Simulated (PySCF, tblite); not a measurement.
A database entry of computed molecular properties. Lists by class give the value and the number of equivalent atoms.

```json
{
 "formula": "C2H7FOSi3",
 "smiles": "O=C1[SiH2][SiH2][SiH2][C@H]1F",
 "charge": 0,
 "multiplicity": 1,
 "geometry_level": "GFN2-xTB",
 "atoms_angstrom": [
  ["O", 0.052, 2.156, -1.273],
  ["C", 0.322, 1.39, -0.37],
  ["Si", 1.768, 0.114, -0.466],
  ["Si", 0.291, -1.704, -0.365],
  ["Si", -1.613, -0.474, 0.229],
  ["C", -0.621, 1.126, 0.749],
  ["F", 0.091, 0.743, 1.886],
  ["H", 2.651, 0.294, 0.685],
  ["H", 2.508, 0.394, -1.694],
  ["H", 0.097, -2.438, -1.625],
  ["H", 0.639, -2.751, 0.605],
  ["H", -2.412, -0.782, 1.418],
  ["H", -2.54, -0.052, -0.823],
  ["H", -1.234, 1.985, 1.022]
 ],
 "electronic_structure_code": "PySCF",
 "results": {
  "GFN2-xTB geometry": {
   "point_group": "C1",
   "rotational_constants_GHz": [1.615, 1.514, 1.133]
  },
  "CAM-B3LYP/def2-SVPD ground state and vertical TDDFT (core frozen in the response)": {
   "dipole_D": 2.33,
   "homo_eV": -8.35,
   "lumo_eV": -0.7,
   "S1_eV": 3.31,
   "strongest_line_of_8_singlets_eV": 6.57,
   "T1_tda_eV": 2.72,
   "polarisability_au": 108.4,
   "r2_bohr2_about_centre_of_nuclear_charge": 1219.1,
   "singlets_eV_and_f": [
    [3.31, 0.002],
    [5.53, 0.005],
    [5.65, 0.015],
    [5.84, 0.023],
    [6.26, 0.011],
    [6.57, 0.151],
    [6.64, 0.015],
    [6.9, 0.023]
   ],
   "triplets_tda_eV": [2.72, 4.97, 5.19]
  },
  "PBE0/pcSseg-1 ground state and GIAO shieldings, non-relativistic": {
   "shift_vs_computed_TMS_C_by_class_ppm": [
    [253.6, 1],
    [100.6, 1]
   ],
   "shift_vs_computed_TMS_H_by_class_ppm": [
    [5.29, 1],
    [4.56, 1],
    [4.05, 1],
    [3.89, 1],
    [3.8, 1],
    [3.77, 1],
    [3.63, 1]
   ],
   "shielding_other_nuclei_by_class_ppm": [
    ["O", -515.6, 1],
    ["F", 410.1, 1],
    ["Si", 431.3, 1],
    ["Si", 452.1, 1],
    ["Si", 470.6, 1]
   ],
   "charges_hirshfeld_e_by_atom": [-0.22, 0.06, 0.23, 0.16, 0.25, -0.04, -0.1, -0.06, -0.06, -0.07, -0.07, -0.06, -0.06, 0.05]
  },
  "GFN2-xTB harmonic vibrations, gas phase": {
   "strongest_ir_bands_cm-1_km_per_mol_modes": [
    [525.3, 396.3, 1],
    [662.9, 307.0, 1],
    [778.2, 334.5, 1],
    [1698.9, 301.4, 1],
    [2238.9, 306.3, 1],
    [2265.5, 520.5, 1]
   ],
   "zpe_kcal_per_mol": 47.8
  }
 }
}
```

The vertical singlet–triplet gap S1 − T1 is 0.59 eV (TDDFT singlet less Tamm–Dancoff triplet; S1: HOMO→LUMO, weight 0.90; T1: HOMO→LUMO, weight 0.87). The dipole matches unit charges of opposite sign 0.49 Å apart (1 e·Å = 4.8032 D). The zero-point energy, half the sum of the 36 harmonic wavenumbers, equals 16730 cm⁻¹ or 200 kJ/mol. The polarisability is 16.06 Å³ as a volume (1 au = 0.148185 Å³), or 1.39 au for each of the 78 electrons.

One conformer stands for the species.
